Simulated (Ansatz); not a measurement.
```yaml
crystal:
  periodic: [false, false, false]
  atoms:
    - {symbol: B, position_ang: [-0.855585, 0.488680, -0.859461]}
    - {symbol: Si, position_ang: [0.695553, 0.667740, 0.388158]}
    - {symbol: B, position_ang: [0.080281, -1.232494, 0.460171]}
    - {symbol: S, position_ang: [-0.690576, -1.285875, -1.176891]}
    - {symbol: H, position_ang: [-1.806432, 1.097880, -1.239794]}
    - {symbol: H, position_ang: [0.771831, 1.597856, 1.547200]}
    - {symbol: H, position_ang: [1.949107, 0.737922, -0.409316]}
    - {symbol: H, position_ang: [-0.051979, -2.128808, 1.234132]}
basis:
  gaussian: {orbitals: aug-pcseg-2}
hamiltonian: {xc: {name: PBE0}, dispersion: d4}
```

```sh
$ ansatz run in.yaml --threads 2 --pin off --events-out ev --progress --plain --max-ram 4352MiB
```

Shortened log:

```
Functional definition: PBE0
1311 factors; their error is unknown
mean field evaluation 1: about -20118.8811 eV, gradient 3.5e1 eV
mean field evaluation 2: about -20116.2600 eV, gradient 4.6e1 eV
mean field evaluation 4: about -20122.6271 eV, gradient 2.2e0 eV
mean field evaluation 8: about -20122.7123 eV, gradient 2.7e-2 eV
mean field -20122.71228239 eV, -739.4960367135 hartree, gradient 2.7e-5 eV, S^2 0.000000; 0 other end points of the search recorded, 0 dependent functions left out
reference -20122.71232779 eV, -739.4960383821 hartree; 22, 22 occupied and 262, 262 virtual orbitals, 1311 factors
Total energy: -20122.88394735 eV, -739.5023452844 hartree
```

Run time 6.5 s (2 threads of an Arm Neoverse V1 on a shared host); peak host memory 0.58 GiB.
